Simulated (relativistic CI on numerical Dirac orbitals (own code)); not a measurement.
Forbidden transitions in In X

Computed by Dirac-Coulomb-Breit CI, orbitals from a KLI potential per configuration, model QED (radiative potential, 1s self-energy scaled to tabulated hydrogen-like ionisation energies), unscaled Slater integrals (own radial code, finite nucleus).

Configurations in the expansion (outside the closed core [Ar] 3d10): 4s²4p⁶4d⁴, 4s²4p⁵4d⁵, 4s²4p⁶4d³4f, 4s²4p⁶4d³5s, 4s²4p⁶4d³5p, 4s4p⁶4d⁵, 4s²4p⁵4d⁴4f, 4s²4p⁶4d²5s5p, 4s²4p⁶4d³5d, 4s²4p⁶4d²4f5s, 4s²4p⁶4d³6s, 4s4p⁶4d⁴4f, 4s²4p⁶4d³6p, 4s²4p⁶4d³5f, 4s²4p⁵4d⁴5s, 4s²4p⁶4d³5g, 4s²4p⁶4d³6d, 4s²4p⁶4d³7s, 4s²4p⁶4d³7p, 4s²4p⁶4d³6f, 4s4p⁶4d⁴5s, 4s4p⁶4d³5s5p, 4s²4p⁶4d²5s², 4s²4p⁶4d4f5s², 4s²4p⁶4d5s²5p, 4s²4p⁵4d²4f5s², 4p⁶4d⁶, 4p⁵4d⁷, 4p⁵4d⁶4f. Double excitations out of closed p, d and f shells are left out; levels of such configurations are missing from the list, as are those of other unlisted configurations, and high levels can miss mixing partners. These lack a partner that the ground configuration has and come out too high: 4s²4p⁵4d⁴5s.

| λ vac (nm) | Lower | Upper | Type | A (s⁻¹) | E lower (cm⁻¹) | E upper (cm⁻¹) |
| --- | --- | --- | --- | --- | --- | --- |
| 135.51 | 4s²4p⁶4d⁴ ⁵D3 [4] | 4s²4p⁶4d⁴ ³P2 [26] | M1 | 3.32e+01 | 7479.0 | 81271.8 |
| 189.28 | 4s²4p⁶4d⁴ ⁵D0 [1] | 4s²4p⁶4d⁴ ³D1 [21] | M1 | 1.66e+01 | 0.0 | 52830.4 |
| 196.83 | 4s²4p⁶4d⁴ ⁵D1 [2] | 4s²4p⁶4d⁴ ³D2 [20] | M1 | 1.02e+01 | 1905.9 | 52711.8 |
| 221.08 | 4s²4p⁶4d⁴ ⁵D3 [4] | 4s²4p⁶4d⁴ ³D2 [20] | M1 | 4.77e+01 | 7479.0 | 52711.8 |
| 223.97 | 4s²4p⁶4d⁴ ⁵D2 [3] | 4s²4p⁶4d⁴ ³D3 [18] | M1 | 1.10e+01 | 4560.7 | 49209.1 |
| 253.20 | 4s²4p⁶4d⁴ ⁵D2 [3] | 4s²4p⁶4d⁴ ³F3 [15] | M1 | 8.32e+00 | 4560.7 | 44054.6 |
| 258.31 | 4s²4p⁶4d⁴ ⁵D4 [5] | 4s²4p⁶4d⁴ ³D3 [18] | M1 | 2.08e+01 | 10495.4 | 49209.1 |
| 268.89 | 4s²4p⁶4d⁴ ⁵D3 [4] | 4s²4p⁶4d⁴ ³P2 [16] | M1 | 1.37e+01 | 7479.0 | 44669.5 |
| 273.41 | 4s²4p⁶4d⁴ ⁵D3 [4] | 4s²4p⁶4d⁴ ³F3 [15] | M1 | 1.75e+01 | 7479.0 | 44054.6 |
| 276.91 | 4s²4p⁶4d⁴ ⁵D1 [2] | 4s²4p⁶4d⁴ ³F2 [12] | M1 | 1.30e+01 | 1905.9 | 38019.2 |
| 280.93 | 4s²4p⁶4d⁴ ⁵D3 [4] | 4s²4p⁶4d⁴ ³G4 [14] | M1 | 6.75e+00 | 7479.0 | 43075.4 |
| 291.59 | 4s²4p⁶4d⁴ ³G3 [9] | 4s²4p⁶4d⁴ ¹F3 [25] | M1 | 9.92e+00 | 35282.7 | 69577.3 |
| 298.88 | 4s²4p⁶4d⁴ ⁵D2 [3] | 4s²4p⁶4d⁴ ³F2 [12] | M1 | 1.76e+01 | 4560.7 | 38019.2 |
| 302.23 | 4s²4p⁶4d⁴ ⁵D2 [3] | 4s²4p⁶4d⁴ ³P1 [11] | M1 | 7.41e+01 | 4560.7 | 37648.4 |
| 306.94 | 4s²4p⁶4d⁴ ⁵D4 [5] | 4s²4p⁶4d⁴ ³G4 [14] | M1 | 1.56e+01 | 10495.4 | 43075.4 |
| 315.30 | 4s²4p⁶4d⁴ ³G3 [9] | 4s²4p⁶4d⁴ ¹D2 [24] | M1 | 1.95e+01 | 35282.7 | 66998.5 |
| 317.27 | 4s²4p⁶4d⁴ ⁵D3 [4] | 4s²4p⁶4d⁴ ³F4 [13] | M1 | 5.85e+00 | 7479.0 | 38998.3 |
| 325.50 | 4s²4p⁶4d⁴ ⁵D2 [3] | 4s²4p⁶4d⁴ ³G3 [9] | M1 | 6.67e+00 | 4560.7 | 35282.7 |
| 350.84 | 4s²4p⁶4d⁴ ⁵D4 [5] | 4s²4p⁶4d⁴ ³F4 [13] | M1 | 2.22e+01 | 10495.4 | 38998.3 |
| 351.96 | 4s²4p⁶4d⁴ ⁵D1 [2] | 4s²4p⁶4d⁴ ³P0 [7] | M1 | 1.09e+02 | 1905.9 | 30318.4 |
| 359.66 | 4s²4p⁶4d⁴ ⁵D3 [4] | 4s²4p⁶4d⁴ ³G3 [9] | M1 | 1.43e+01 | 7479.0 | 35282.7 |
| 403.13 | 4s²4p⁶4d⁴ ³P1 [11] | 4s²4p⁶4d⁴ ¹S0 [23] | M1 | 8.85e+01 | 37648.4 | 62454.0 |
| 405.54 | 4s²4p⁶4d⁴ ³H5 [8] | 4s²4p⁶4d⁴ ¹G4 [22] | M1 | 9.08e+00 | 32956.9 | 57615.5 |
| 490.96 | 4s²4p⁶4d⁴ ³D3 [18] | 4s²4p⁶4d⁴ ¹F3 [25] | M1 | 1.72e+01 | 49209.1 | 69577.3 |
| 537.14 | 4s²4p⁶4d⁴ ³F4 [13] | 4s²4p⁶4d⁴ ¹G4 [22] | M1 | 2.35e+01 | 38998.3 | 57615.5 |
| 587.13 | 4s²4p⁶4d⁴ ³H5 [8] | 4s²4p⁶4d⁴ ¹I6 [19] | M1 | 1.11e+01 | 32956.9 | 49988.9 |
| 686.23 | 4s²4p⁶4d⁴ ³H6 [10] | 4s²4p⁶4d⁴ ¹I6 [19] | M1 | 1.01e+01 | 35416.4 | 49988.9 |
| 737.41 | 4s²4p⁶4d⁴ ³F3 [15] | 4s²4p⁶4d⁴ ¹G4 [22] | M1 | 1.29e+01 | 44054.6 | 57615.5 |
| 770.61 | 4s²4p⁶4d⁴ ³H5 [8] | 4s²4p⁶4d⁴ ³G5 [17] | M1 | 6.12e+00 | 32956.9 | 45933.7 |
| 1003.7 | 4s²4p⁶4d⁴ ³H4 [6] | 4s²4p⁶4d⁴ ³F4 [13] | M1 | 9.29e+00 | 29035.1 | 38998.3 |

Terms are leading LS components. Brackets give the number of a level in order of energy, since labels repeat. The list gives strong lines, with weight on those to low levels, among the lowest 400 of 8505 levels, so that lines to higher ones, which can be the strongest, are missing. Levels whose partners in the same complex of configurations lie outside the list can be far off, and so can their lines. Rates are taken at the computed energies, electric ones in the length gauge.

At this charge energies of transitions that change n are usually good to better than 1 %, and those within a shell (Δn = 0) to a few per cent. Terms inside the open d or f shell come out 10 to 20 % too wide with unscaled integrals.

LS names give the leading component of a level, which can be under half, so a name can repeat, a term be missing and a line seem to break the LS rules.
